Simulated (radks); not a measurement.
Exchange energies: the exact (Fock) value of the Kohn-Sham orbitals and density-functional approximations, in hartree. Species: Ir4+ [Xe] 4f14 5d5; Kr [Kr]; Al+ [Ne] 3s2. Method: non-relativistic Kohn-Sham, exchange-only LDA, spin-polarised, spherical densities, point nucleus; computed with a radial shooting solver on a logarithmic mesh with Libxc functionals. Every spin shell is full or empty, so the densities are truly spherical. Functionals are evaluated on that one density, not self-consistently.

functional,Ir4+,Kr,Al+
exact,-322.494,-93.6237,-17.7885
LDA,-310.14,-88.479,-16.296
B88,-322.87,-93.709,-17.814
RPBE,-321.94,-93.497,-17.834
PW86,-321.44,-93.680,-17.927
WC,-320.60,-92.748,-17.507
revTPSS,-319.73,-92.890,-17.746
SCAN,-322.81,-93.881,-17.846
r2SCAN,-322.06,-93.627,-17.806
